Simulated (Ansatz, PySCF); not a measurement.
System: GeBr, charge 0, multiplicity 2. SMILES: [Ge][Br]
Geometry: optimised at B3LYP-D3(BJ)/def2-TZVP (Ansatz, a first-principles code).

Quantity: vertical ionisation energy (to the singlet state of charge +1; each state is the SCF solution reached for its spin), in eV. Cores are frozen in the correlated levels unless marked. Open shells are spin-unrestricted. No spin-orbit coupling. Frozen are the shells of the preceding noble gas and the d and f shells that filled before the atom's block. No relativistic terms. Basis-set limits of correlation are two-point, X^-3; Hartree-Fock from the larger set.

```
level                                 program  vertical ionisation energy (eV)
------------------------------------  -------  -------------------------------
SVWN5/def2-TZVPD                       Ansatz                             7.40
B3LYP/def2-TZVPD                       Ansatz                             7.42
wB97M-V/def2-TZVPD                     Ansatz                             7.41
CCSD/aug-cc-pVDZ                       Ansatz                             7.27
CCSD/def2-SVPD                         Ansatz                             7.28
CCSD/aug-cc-pVTZ                       Ansatz                             7.37
CCSD/CBS(aug-cc-pVTZ,aug-cc-pVQZ)      Ansatz                             7.44
CCSD/CBS(def2-TZVPPD,def2-QZVPPD)      Ansatz                             7.44
CCSD(T)/aug-cc-pVDZ                    Ansatz                             7.21
CCSD(T)/def2-SVPD                      Ansatz                             7.22
CCSD(T)/def2-TZVPPD                    Ansatz                             7.30
CCSD(T)/aug-cc-pVQZ                    Ansatz                             7.38
CCSD(T)/def2-QZVPPD                    Ansatz                             7.37
CCSD(T)/CBS(def2-TZVPPD,def2-QZVPPD)   Ansatz                             7.41
CCSD(T)/CBS(aug-cc-pVTZ,aug-cc-pVQZ)   Ansatz                             7.41
```

For comparison, minus the highest occupied orbital energy (PySCF): 4.32 eV at TPSS/def2-TZVPD, 5.20 eV at PW6B95/def2-TZVPD, 3.96 eV at BLYP/def2-TZVPD.
